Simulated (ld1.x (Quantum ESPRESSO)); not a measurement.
**Scattering properties, RRKJ potential for Ni (Z = 28)**

nickel (Ni), norm-conserving RRKJ (Kleinman–Bylander form), made with ld1.x (Quantum ESPRESSO) 7.5 (LDA (PZ), scalar-relativistic). Core [Ar], reference 3d8.5 4s1.5 4p0. Waves: 4p (bound, empty): rc 2.20 bohr; 3d (bound): rc 1.50 bohr; 4s (bound): rc 2.00 bohr. Local part: the s channel. Core correction: a·sin(br)/r model core, default radius (core density twice the valence density). rho0 = 0.005.

The phase is arctan(r·u′/u) with u = r·R(r), unwrapped; energies in Ry, scanned from -3 to 5 Ry. A pole is an energy at which the radial function vanishes at the test radius. The pseudo phase is shifted by a multiple of π to meet the all-electron one at the reference energy, and phase errors are pseudo minus all-electron; the curves can meet again beyond the range given. Levels narrower than the energy grid can be missing from the lists of poles.

Q: For each channel, where are the poles, and over which energies does the pseudopotential scatter like the atom?

A:

| channel | radius (bohr) | reference energy (Ry) | poles, all-electron | poles, pseudo | unbroken range about the reference energy with phases within 0.05 rad | phase error 1 Ry above the reference energy (rad) |
| --- | --- | --- | --- | --- | --- | --- |
| s | 2.40 | -0.39 | 1.90 | 1.80 | below 3.4 | -0.005 |
| p | 2.40 | -0.08 | 3.04 | 2.99 | the whole range | -0.006 |
| d | 2.40 | -0.50 | -0.35 | -0.35 | below 0.7 | +0.039 |

Phases in the s channel:

| E (Ry) | all-electron | pseudo |
| --- | --- | --- |
| -3.00 | 1.279 | 1.277 |
| -2.76 | 1.260 | 1.259 |
| -2.52 | 1.238 | 1.236 |
| -2.28 | 1.211 | 1.209 |
| -2.04 | 1.177 | 1.175 |
| -1.80 | 1.133 | 1.131 |
| -1.56 | 1.073 | 1.071 |
| -1.32 | 0.989 | 0.987 |
| -1.08 | 0.862 | 0.859 |
| -0.84 | 0.655 | 0.654 |
| -0.60 | 0.309 | 0.308 |
| -0.36 | -0.198 | -0.198 |
| -0.12 | -0.683 | -0.684 |
| 0.12 | -1.000 | -1.002 |
| 0.36 | -1.189 | -1.193 |
| 0.60 | -1.308 | -1.313 |
| 0.84 | -1.389 | -1.395 |
| 1.08 | -1.447 | -1.455 |
| 1.32 | -1.492 | -1.501 |
| 1.56 | -1.528 | -1.539 |
| 1.80 | -1.559 | -1.571 |
| 2.04 | -1.585 | -1.600 |
| 2.28 | -1.609 | -1.627 |
| 2.52 | -1.631 | -1.653 |
| 2.76 | -1.653 | -1.679 |
| 3.00 | -1.673 | -1.706 |
| 3.24 | -1.695 | -1.737 |
| 3.48 | -1.717 | -1.772 |
| 3.72 | -1.742 | -1.815 |
| 3.96 | -1.768 | -1.871 |
| 4.20 | -1.799 | -1.949 |
| 4.44 | -1.836 | -2.068 |
| 4.68 | -1.881 | -2.271 |
| 4.92 | -1.940 | -2.657 |
